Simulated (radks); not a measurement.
Values are calculated unless marked as measured or tabulated.
Spherical jellium clusters: N electrons in a uniform positive sphere of charge N and radius rs N^(1/3), rs = 2.2 bohr. Level of theory: non-relativistic Kohn-Sham, PBE, spin-polarised, spherical densities (a radial shooting solver with Libxc functionals). Levels are named by radial order and angular momentum (1s, 1p, 1d, 2s, ...), and open shells are averaged over m.

N = 28, configuration 1s2 1p6 1d10 2s2 1f(up 7, down 1). This is the lowest configuration that the search found. Occupied and some empty levels:

level,occupation,eigenvalue (eV),<r> (bohr)
1s up,1,-11.617,3.923
1s down,1,-11.404,3.722
1p up,3,-9.3320,4.821
1p down,3,-8.8708,4.669
1d up,5,-6.6545,5.474
1d down,5,-6.0212,5.385
2s up,1,-5.8638,4.755
2s down,1,-5.4331,4.830
1f up,7,-3.6778,6.099
1f down,1,-2.9527,6.090
2p up,0,-2.7426,6.136
2p down,0,-2.3467,6.236
1g up,0,-0.58508,7.015

Energy (eV): total -16.8364, kinetic 146.26, external -3712.0, Hartree 1802.7, exchange-correlation -169.85, background 1916.1.

Electron density:

r (bohr),n(r) (e/bohr^3)
0.782,0.02648
1.62,0.02235
2.46,0.01984
3.30,0.02092
4.14,0.02325
4.98,0.02232
5.82,0.01637
6.66,0.008642
7.50,0.003490
8.34,0.001235
9.18,0.0004169
10.0,0.0001396
10.9,0.00004691
